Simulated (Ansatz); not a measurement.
A set of 12 reactions (ligand exchange), with CCSD(T)/CBS values in kJ/mol:

```json
{"reaction": "`C[SiH2]CCl` + H₂Te → `ClC[SiH2][TeH]` + CH₄", "ΔE": "-71.2"}
{"reaction": "`BO[SiH2][SiH2]O` + H₂S → `BO[SiH2]S` + `O[SiH3]`", "ΔE": "-78.8"}
{"reaction": "`CNB(O)F` + H–F → `CNB(F)F` + H₂O", "ΔE": "-29.4"}
{"reaction": "`COBO[SiH3]` + `S[SiH2]Cl` → `[SiH3]S[SiH2]Cl` + `COBO`", "ΔE": "24.0"}
{"reaction": "`C[CH2][Al]([F])[Cl]` + HCl → `C[CH2][Al]([Cl])[Cl]` + H–F", "ΔE": "19.1"}
{"reaction": "`CC(C)O[Si]Cl` + NH₃ → `CC(C)O[Si]N` + HCl", "ΔE": "41.2"}
{"reaction": "`C[N]([GeH3])c1ccccc1` + `OC(O)=S` → `OC(=S)[O][GeH3]` + `CNc1ccccc1`", "ΔE": "-29.2"}
{"reaction": "`[NH2][Ti]([F])([F])[Cl]` + H–F → `[NH2][Ti]([F])([F])[F]` + HCl", "ΔE": "-6.8"}
{"reaction": "`[CH3][Ga]([CH3])[SiH3]` + `N[SiH2]O[SiH3]` → `[SiH3]N[SiH2]O[SiH3]` + `[CH3][GaH][CH3]`", "ΔE": "-36.4"}
{"reaction": "`C[SiH](C)[N]([GeH3])[SiH2][SiH3]` + `O[SiH3]` → `C[SiH](C)O[SiH3]` + `[SiH3][SiH2][NH][GeH3]`", "ΔE": "-45.0"}
{"reaction": "`[OH][Sn][N]([SiH3])[SiH3]` + H–F → `[F][Sn][N]([SiH3])[SiH3]` + H₂O", "ΔE": "-44.3"}
{"reaction": "`BO[SiH2][SiH2]O` + `C=CNCC` → `BN(C=C)CC` + `O[SiH2][SiH2]O`", "ΔE": "-19.9"}
```

Computed with Ansatz on PBE0-D4/def2-TZVP structures; ΔE is electronic, products minus reactants. CCSD(T)/CBS is the MP2 limit (def2-TZVPP, def2-QZVPP) plus CCSD(T) − MP2 in def2-TZVPP, frozen cores. This one scheme is used for every species. DFT in def2-TZVPP. B3LYP here is the variant with VWN-RPA as its local correlation; programs differ in this. def2 core potentials past Kr. For Ga, Ge, Sn, Te, Ti outer-core shells are correlated without core-valence functions, which leaves a few kJ/mol of doubt a bond. Scalar relativity is left out up to krypton. Each species was taken in one conformer, which may not be the lowest.

**Question.** Give the mean, mean absolute and largest difference (level minus CCSD(T)/CBS, kJ/mol) for: r2SCAN-D4, PBE0-D4, ωB97X-V, ωB97M-V, r2SCAN, PBE0, B3LYP, HF/def2-TZVPP, MP2/def2-TZVPP, CCSD/def2-TZVPP, HF/def2-QZVPP, MP2/def2-QZVPP, SCS-MP2/def2-QZVPP, HF/CBS(def2). (An estimate is asked.)

**Answer.** The calculation gave: 
```tsv
level	mean	mean absolute	largest
r2SCAN-D4	-1.2	4.4	-10.9
PBE0-D4	0.3	4.3	11.2
ωB97X-V	-1.4	5.3	-16.9
ωB97M-V	-1.3	4.4	-12.7
r2SCAN	-1.7	5.1	-11.7
PBE0	-0.6	6.0	14.8
B3LYP	-1.3	10.3	-24.3
HF/def2-TZVPP	-4.6	15.8	-35.6
MP2/def2-TZVPP	-0.3	3.1	-8.5
CCSD/def2-TZVPP	0.0	4.6	-11.6
HF/def2-QZVPP	-4.9	17.0	-37.1
MP2/def2-QZVPP	-0.8	3.9	-9.5
SCS-MP2/def2-QZVPP	-1.5	3.4	-8.5
HF/CBS(def2)	-4.9	17.2	-37.3
```

The largest T1 diagnostic in the set is 0.024, for `[NH2][Ti]([F])([F])[Cl]` (customary mark 0.02).

CCSD(T)/CBS is a level of theory with its own doubt, and the functionals carry their triple-zeta basis error, so these figures describe this set and don't rank the functionals.
